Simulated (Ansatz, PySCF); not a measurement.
Reaction (SMILES): NB(F)F → [NH-]B(F)F + H+
Structures are relaxed separately at B3LYP-D3(BJ)/def2-TZVP in Ansatz (an electronic-structure program), one conformer each, not searched for the lowest. Frequencies are from Ansatz or PySCF.

Quantity: gas-phase deprotonation energy (enthalpy at 298 K, with B3LYP-D3(BJ) rigid-rotor harmonic-oscillator terms), in kJ/mol. Correlated levels leave the core frozen unless marked. No spin-orbit coupling. Non-relativistic. Anions need diffuse functions: aug- sets have them; def2-D sets add few; the other sets have none. Basis-set limits of correlation are two-point, X^-3; Hartree-Fock from the larger set. [CCSD(T)-MP2]/basis is that difference in the basis named.

RI-MP2/CBS(aug-cc-pVTZ,aug-cc-pVQZ)+[CCSD(T)-MP2]/aug-cc-pVTZ (Ansatz) gives 1553.0 kJ/mol.

Question: Another calculation gave 1564.0 kJ/mol. Which level was it?
A) r2SCAN0/def2-TZVPD (Ansatz)
B) CAM-B3LYP/def2-TZVPD (Ansatz)
C) HF/def2-TZVPD (PySCF)
D) BLYP/def2-TZVPD (Ansatz)

Answer: A, r2SCAN0/def2-TZVPD (Ansatz). The others give 1547.2 (CAM-B3LYP), 1533.5 (BLYP), 1591.2 (HF) kJ/mol.
